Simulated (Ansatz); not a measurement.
Pb₃Se₃⁻. Total charge -1; doublet. Geometry r2SCAN-D4/def2-SVP, that of the neutral singlet; atoms count from 1.

```xyz
6

Pb   -1.249   -0.733   -1.150
Pb    0.565    1.734    0.302
Pb    1.262   -1.848    1.565
Se   -1.311    1.920   -1.626
Se    1.697   -0.742   -0.860
Se   -0.964   -0.332    1.769
```

In the def2 sets Pb takes a core potential; there is no spin–orbit coupling. The structure comes from a short search, and lower isomers may exist.

(1) Estimate the Mulliken populations from the PBE0/def2-TZVP orbitals of Ansatz.

(2) Where does the spin sit?

(3) And the Mayer bond orders between heavy atoms (over 0.3)?

Results:

(1) 
| atom | charge (e) | spin (α − β) |
| --- | --- | --- |
| Pb1 | 0.48 | 0.02 |
| Pb2 | 0.48 | 0.02 |
| Pb3 | 0.02 | 0.97 |
| Se4 | -0.70 | 0.00 |
| Se5 | -0.64 | 0.00 |
| Se6 | -0.64 | 0.00 |
Mulliken values depend strongly on the basis.

(2) Summed by element: Pb 1.01, Se -0.01, of 1 unpaired in all. Largest on single atoms: Pb3 0.97, Pb2 0.02, Pb1 0.02.

(3) Pb1–Se4 0.92 (2.70 Å); Pb1–Se5 0.62 (2.96 Å); Pb1–Se6 0.62 (2.96 Å); Pb2–Se4 0.92 (2.70 Å); Pb2–Se5 0.62 (2.96 Å); Pb2–Se6 0.62 (2.96 Å); Pb3–Se5 0.75 (2.70 Å); Pb3–Se6 0.75 (2.70 Å).
